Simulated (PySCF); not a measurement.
Compound: C₂H₇BN₂.
Bonds: C1–C2 (double), C2–B3, B3–N4, B3–N5. Hydrogens: H6, H7 on C1; H8 on C2; H9, H10 on N4; H11, H12 on N5.

Torsions of this conformer, `[CH2:1]=[CH:2][B:3]([NH2:4])[NH2:5]`: C1–C2–B3–N4 -153°, H–N4–B3–C2 5°, H–N4–B3–C2 178°, H–N5–B3–C2 10°, H–N5–B3–C2 -178°.

The closed-shell ground state was solved at several levels (PySCF, density fitting, gas phase, non-relativistic). Isolated species at its PBE0-D3(BJ)/def2-SVP geometry, gas phase.

| level | basis functions | total energy (Eh) | HOMO (eV) | LUMO (eV) | gap (eV) | dipole (D) |
| --- | --- | --- | --- | --- | --- | --- |
| PBE0/def2-SVPD | 156 | -214.4534 | -6.95 | -0.18 | 6.77 | 1.21 |
| PBE0/pcSseg-1 | 120 | -214.5650 | -6.79 | 0.00 | 6.79 | 1.35 |
| B3LYP/pcJ-1 | 205 | -214.8776 | -6.50 | -0.19 | 6.31 | 1.37 |

Question: What might wB97X-D/pcSseg-2 (278 basis functions) give for the same quantities?

Answer: Total energy -214.8692 Eh, HOMO -8.83 eV, LUMO 1.61 eV, gap 10.44 eV, dipole 1.22 D.

Question: Over all these levels, which gives the widest orbital gap and which the narrowest?

Answer: wB97X-D/pcSseg-2 (range-separated hybrid) has the widest, 10.44 eV, and B3LYP/pcJ-1 (global hybrid, 20 % exact exchange) the narrowest, 6.31 eV. Functional and basis both differ between the two, so the spread mixes both effects.

Question: How far do the dipole and the HOMO energy spread over the levels?

Answer: The dipole runs from 1.21 to 1.37 D (mean 1.29 D) and the HOMO from -8.83 to -6.50 eV.

The pairwise dispersion term of wB97X-D wasn't added to the energies; at a given geometry it leaves orbitals and properties as they are.
